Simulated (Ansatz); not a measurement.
Ansatz (a program for electronic structure) input:

Ansatz 0.2 input:
```yaml
crystal:
  periodic: [false, false, false]
  atoms:
    - {symbol: C, position_ang: [-2.49595353, -0.10122169, 0.28029315]}
    - {symbol: C, position_ang: [-1.25881586, -0.05384128, 0.13775702]}
    - {symbol: C, position_ang: [0.09301817, -0.00244494, -0.01933867]}
    - {symbol: C, position_ang: [1.30045021, 0.04871158, -0.15760079]}
    - {symbol: H, position_ang: [2.34875847, 0.08370441, -0.28228365]}
basis:
  gaussian:
    orbitals: def2-TZVP
hamiltonian:
  xc: b3lyp
  dispersion: d3bj
total_charge: -1
relax: {f_tol: 0.002, max_steps: 150}
```

**Question.** Predict the final energy.

**Answer.** -152.96304 Eh (B3LYP-D3(BJ)/def2-TZVP). The basis has 130 functions.

It need not be the lowest isomer of its formula. Whether it binds its extra electron was not tested at this geometry.
